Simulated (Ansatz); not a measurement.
The cluster Cu₄B. The state is a doublet with charge 0. Geometry B3LYP-D4/def2-SVP; atoms count from 1.

```xyz
5

B    -0.475    0.239    0.783
Cu    1.138    1.326    0.705
Cu   -0.171    0.614   -1.283
Cu    0.995   -1.028   -0.076
Cu   -1.486   -1.151   -0.130
```

The structure comes from a short search, and lower isomers may exist.

Q: Estimate the Mulliken populations from the PBE0/def2-TZVP orbitals of Ansatz.

A: 
| atom | charge (e) | spin (α − β) | d electrons |
| --- | --- | --- | --- |
| B1 | -0.32 | 0.40 | – |
| Cu2 | 0.17 | 0.04 | 9.77 |
| Cu3 | -0.01 | 0.26 | 9.78 |
| Cu4 | -0.01 | 0.26 | 9.78 |
| Cu5 | 0.17 | 0.04 | 9.77 |
Mulliken values and Mayer orders depend strongly on the basis.

Q: Where does the spin sit?

A: Summed by element: B 0.40, Cu 0.60, of 1 unpaired in all. Largest on single atoms: B1 0.40, Cu3 0.26, Cu4 0.26.

Q: And the Mayer bond orders between bonded heavy atoms (over 0.3)?

A: B1–Cu2 0.74 (1.95 Å); B1–Cu3 0.56 (2.12 Å); B1–Cu4 0.56 (2.12 Å); B1–Cu5 0.74 (1.95 Å); Cu3–Cu4 0.47 (2.35 Å).
